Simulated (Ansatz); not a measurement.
The pair A = HBr (SMILES Br) (first 2 atoms), B = H4OSi (SMILES O[SiH3]); geometry from B3LYP-D3(BJ)/def2-TZVP.
(charge 0, multiplicity 1):
```xyz
8

Br    -0.6094    -1.1556    -0.0208
H     -0.1549    -0.4227     1.1354
O      0.4142     0.4928     2.6908
Si    -0.0908     0.1268     4.2355
H      1.0989     1.1549     2.5641
H      1.0380    -0.3805     5.0490
H     -1.1204    -0.9128     4.0636
H     -0.6578     1.3243     4.8970
```

Frozen-core correlation. Filled d and f shells under p-block atoms count as core. MP2 and its Hartree–Fock in def2-QZVPPD are density fitted.

The values were computed with Ansatz (an electronic-structure program) with Gaussian orbitals. Each number belongs to the level named beside it.

The counterpoise-corrected interaction energy is E(AB) − E(A in the pair's basis) − E(B in the pair's basis). Total energies (hartree):

| level | AB | A in the pair's basis | B in the pair's basis |
|---|---|---|---|
| HF/def2-TZVPPD | -2939.2156313 | -2573.0019087 | -366.2107015 |
| MP2/def2-TZVPPD | -2939.7744666 | -2573.1776618 | -366.5898757 |
| HF/def2-QZVPPD | -2939.2772737 | -2573.0509051 | -366.2233526 |
| MP2/def2-QZVPPD | -2939.8818476 | -2573.2441028 | -366.6302536 |
| CCSD(T)/def2-TZVPPD | -2939.8359419 | -2573.2032968 | -366.6265595 |

Task: Work out the counterpoise-corrected interaction energy at the basis-set limit: extrapolate the MP2 correlation part as X⁻³, take Hartree–Fock from the larger set, and add the CCSD(T) − MP2 difference of def2-TZVPPD.

Result: 
1. Differences (1 hartree = 627.509 kcal/mol): HF/def2-TZVPPD -1.896; MP2/def2-TZVPPD -4.348; HF/def2-QZVPPD -1.893; MP2/def2-QZVPPD -4.701; CCSD(T)/def2-TZVPPD -3.819.
2. Correlation parts, MP2 less HF: -2.452 in def2-TZVPPD (X = 3), -2.808 in def2-QZVPPD (X = 4).
3. Limit (4³·(-2.808) − 3³·(-2.452))/(4³ − 3³) = -3.068; with HF/def2-QZVPPD it gives -4.961.
4. CCSD(T) less MP2 in def2-TZVPPD: 0.529.
Result: -4.43 kcal/mol, against -4.35 at MP2/def2-TZVPPD. It is an estimate of this method's limit, not of the exact value.
